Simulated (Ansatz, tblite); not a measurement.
# A ladder of methods for SiH2SClO2 (SMILES O[Si](O)([S])Cl)

The species is SiH2SClO2 (7 atoms), meant as a doublet with charge 0. SMILES: `O[Si](O)([S])Cl`. Geometry: relaxed at PBE0-D4/def2-TZVP. This is one conformer, not always the lowest.

Quantity: the vertical energy of the quartet above the doublet, in eV. The values are calculated.

| level | kind | program | value (eV) | less CCSD(T)/def2-SVP | CPU time (all runs) |
| --- | --- | --- | --- | --- | --- |
| GFN2-xTB | semi-empirical | tblite | 6.36 | -0.90 | under 2 s |
| UHF/def2-SVP | Hartree–Fock | Ansatz | 7.30 | +0.04 | 33 s |
| USVWN5/def2-SVP | LDA | Ansatz | 6.32 | -0.94 | 21 s |
| UPBE/def2-SVP | GGA | Ansatz | 6.36 | -0.90 | 43 s |
| U-r2SCAN/def2-SVP | meta-GGA | Ansatz | 6.88 | -0.38 | 2 min |
| UPBE0/def2-SVP | global hybrid | Ansatz | 6.91 | -0.35 | 68 s |
| UCAM-B3LYP/def2-SVP | range-separated hybrid | Ansatz | 7.11 | -0.15 | 70 s |
| UMP2/def2-SVP | perturbation theory | Ansatz | 7.47 | +0.21 | 25 s |
| UCCSD(T)/def2-SVP | coupled cluster or CI | Ansatz | 7.26 | 0.00 | 4 min |

Differences are taken from UCCSD(T)/def2-SVP for orientation; it has basis-set and higher-order errors of its own. The values span 6.32 to 7.47 eV. Times are those of the runs behind each value, whatever else they computed, on shared processors of several kinds: orders of magnitude only.
